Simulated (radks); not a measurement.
Problem. These are the eigenvalues of the occupied orbitals of an atom or ion with whole-number occupations (eV). Method: Dirac Kohn-Sham, BLYP, spin-unpolarised, spherical densities, finite nucleus; Fermi nuclear charge, rms radius of each element as measured or else 0.836 A^(1/3) + 0.57 fm; computed with a radial shooting solver on a logarithmic mesh with Libxc functionals.

1s1/2: -10289.43
2s1/2: -1321.712
2p1/2: -1177.143
2p3/2: -1149.462
3s1/2: -205.7516
3p1/2: -158.8473
3p3/2: -155.1302
3d3/2: -75.9663
3d5/2: -75.4568

Which element is it, and in what charge state? The configuration may be excited. Open shells, if any, are shared by 2j + 1.

Solution. Z = 31, gallium, charge +4: Ga4+ in [Ar] 3d9. The list shows which subshells hold electrons but not how many an open one holds; the 1s level, -378.13 hartree, gives Z - s = 27.5 by -(Z - s)^2/2, which with screening and relativity narrows Z to a few neighbours, and the depths of the outer levels then fix element, charge and occupations together.
